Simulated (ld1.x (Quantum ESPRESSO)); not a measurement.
**What one change does to a pseudopotential (lead, TM)**

```json
{
 "Element": "Pb (Z = 82)",
 "Generator": "ld1.x (Quantum ESPRESSO) 7.5",
 "Type": "norm-conserving Troullier–Martins (Kleinman–Bylander form)",
 "Functional": "LDA (PZ)",
 "Relativity": "scalar-relativistic",
 "Frozen core": "[Xe] 4f14 5d10",
 "Valence charge": "4",
 "Reference configuration": "6s2 6p0 (charge +2)",
 "Partial waves": "6s (bound): rc 1.60 bohr; 6p (bound, empty): rc 1.80 bohr",
 "Local potential": "the p channel",
 "Core correction": "none"
}
```

Change: wave 6p (bound): rc 1.80 bohr becomes 6p (bound): rc 1.50 bohr.

Cutoffs: the cutoffs (Ry, on a coarse ladder) from which the occupation-weighted sum of valence levels, in a spherical-Bessel basis at the reference potential, stays within 10 and 1 mRy of its value at 400 Ry; they do not see the model core or the augmentation charge, which bear on the density cutoff. Errors are all-electron minus pseudo energies relative to the spin-unpolarised reference configuration.

**Question.** What does the change do?

**Answer.** The potential gets neither clearly harder nor softer (50 Ry and 100 Ry → 50 Ry and 100 Ry); the bound ghosts move from s to p, s; the number of tests that count goes from 9 to 6; of the 6 tests that both files solve, the error grows in 5 and shrinks in 0 by more than 15 % and 0.3 meV (median size 157.0 → 274.4 meV). That the errors move this way runs against the usual rule that smaller radii transfer better.

| quantity | base | changed |
| --- | --- | --- |
| cutoff, loose | 50 Ry | 50 Ry |
| cutoff, tight | 100 Ry | 100 Ry |
| bound ghosts | s | s, p (extra level of the local part) |
| tests counted (converged, no solver errors) | 9 of 9 | 6 of 9 |
| error for 6s2 6p2, meV [ΔE -20.59 eV] | +174 | +326 |
| error for 6s2 6p1, meV [ΔE -13.76 eV] | +67 | +119 |
| error for 6s1 6p0, meV [ΔE 32.88 eV] | +140 | +145 |
| error for 6s2 6p2.3, meV [ΔE -21.45 eV] | +201 | +378 |
| error for 6s2 6p1.5, meV [ΔE -17.98 eV] | +121 | +223 |
| error for 6s2 6p2 (spin-polarised), meV [ΔE -21.05 eV] | +267 | +439 |

Changed file: Tests not counted: 6s0 6p4 (solver errors, printed error -77.2 eV); 6s1 6p3 (solver errors, printed error -60.9 eV); 6s2 6p1 (spin-polarised) (pseudo-atom not self-consistent, printed error +2.2 eV). A true bound ghost makes a file unfit for plane-wave use even where its test errors are small: the radial tests pick states by their node count and pass the ghost by. Where a test does run into it, the solver fails or the error is huge.
